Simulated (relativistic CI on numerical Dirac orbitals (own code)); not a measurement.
## Sensitivity of the levels of Ce16+ to α and to the nuclear radius

Method of calculation: Dirac-Coulomb-Breit CI, orbitals from a KLI potential per configuration, derivatives by finite differences, unscaled Slater integrals, QED left out (own radial code, finite nucleus).

Configuration list (outside the closed core [Ar] 3d10): 4s2 4p6 4d6, 4s2 4p5 4d7, 4s2 4p4 4d8, 4s 4p6 4d7, 4s2 4p6 4d5 5s, 4p6 4d8, 4s2 4p6 4d5 5p, 4s2 4p6 4d4 5s2. Levels of other configurations are missing.

With x = (α/α₀)² − 1 an excitation energy changes as ω = ω₀ + qx; K = 2q/ω₀ is the relative enhancement. Terms are leading LS components, so labels can repeat. The field-shift factor is F = δν/δ⟨r²⟩ for the transition from the lowest level.

Lowest level 4s2 4p6 4d6 5D_4.

```tsv
Level	ω₀ (cm⁻¹)	q (cm⁻¹)	K	F (GHz/fm²)
4s2 4p6 4d6 5D_2	13192.7	1430	0.217	-0.0838
4s2 4p6 4d6 5D_3	18542.3	24190	2.61	0.34
4s2 4p6 4d6 5D_0	24838.1	18240	1.47	0.247
4s2 4p6 4d6 5D_1	25465.9	26120	2.05	0.335
4s2 4p6 4d6 3H_4	39653.1	8077	0.407	0.191
4s2 4p6 4d6 3G_5	51890.2	16650	0.642	0.35
4s2 4p6 4d6 5D_2	52397.5	37260	1.42	0.37
4s2 4p6 4d6 3H_6	53015.4	18040	0.68	0.402
4s2 4p6 4d6 3F_3	58910.7	22570	0.766	0.322
4s2 4p6 4d6 3F_2	59553.7	22150	0.744	0.139
4s2 4p6 4d6 1S_0	69760.0	34540	0.99	0.544
4s2 4p6 4d6 3H_4	72577.0	41670	1.15	0.637
4s2 4p6 4d6 3D_1	76423.1	31460	0.823	0.441
4s2 4p6 4d6 3D_2	77667.8	28840	0.743	0.427
4s2 4p6 4d6 3G_4	78610.2	33680	0.857	0.58
4s2 4p6 4d6 3H_5	81744.5	46650	1.14	0.769
4s2 4p6 4d6 3D_3	84471.6	37440	0.886	0.578
4s2 4p6 4d6 3G_3	88089.9	47190	1.07	0.702
4s2 4p6 4d6 3P_0	90736.9	12100	0.267	0.124
4s2 4p6 4d6 1I_6	93855.1	44560	0.95	0.853
4s2 4p6 4d6 3P_1	95489.1	64910	1.36	0.682
4s2 4p6 4d6 1F_3	97386.3	21390	0.439	0.371
4s2 4p6 4d6 1D_2	105890.3	47190	0.891	0.399
```

At this charge energies of transitions that change n are usually good to better than 1 %, and those within a shell (Δn = 0) to a few per cent. Terms inside the open d or f shell come out 10 to 20 % too wide with unscaled integrals.
